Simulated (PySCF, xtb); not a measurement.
C5H5F, SMILES C=C=CC(=C)F. The values are those of a single conformer.

Harmonic wavenumbers (cm⁻¹) from GFN2-xTB in xtb at its own minimum, in rising order: 87, 120, 311, 336, 391, 397, 601, 634, 703, 835, 846, 849, 875, 929, 951, 1114, 1237, 1296, 1373, 1426, 1677, 2072, 3057, 3074, 3081, 3137, 3176.

Question: What does PBE-D3(BJ)/def2-SVP (PySCF 2.14.0) give at its own minimum? (An estimate is asked for; the answer gives what the named calculation found.)

Answer: 105, 134, 326, 359, 416, 420, 628, 677, 697, 799, 825, 858, 860, 923, 942, 1074, 1249, 1320, 1341, 1416, 1664, 2011, 3048, 3086, 3114, 3130, 3223. Paired by order, the mean absolute difference is 22 cm⁻¹ and the zero-point energies are 49.4 and 49.5 kcal/mol.
